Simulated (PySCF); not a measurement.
C4H4BNO, SMILES N#CC1=CCB1O. Geometry optimised at PBE0-D3(BJ)/def2-SVP. The structure was generated by enumeration, and PubChem lists no compound with its InChIKey, so it may never have been made. One conformer was computed; it need not be the lowest.

Computed equilibrium geometry at PBE0-D3(BJ)/def2-SVP (PySCF confirms it by a frequency run) as Cartesian coordinates in Å, and its point group (one conformer of several):
point group Cs.
```xyz
11

N     -0.3883    -2.9290     0.0000
C     -0.0965    -1.8056     0.0000
C      0.2249    -0.4254     0.0000
C      1.4301     0.2043     0.0000
C      1.0153     1.6629     0.0000
B     -0.4472     0.9877     0.0000
O     -1.7210     1.3948     0.0000
H      2.4405    -0.2259     0.0000
H      1.3298     2.2304    -0.8927
H      1.3298     2.2304     0.8927
H     -1.8207     2.3530     0.0000
```
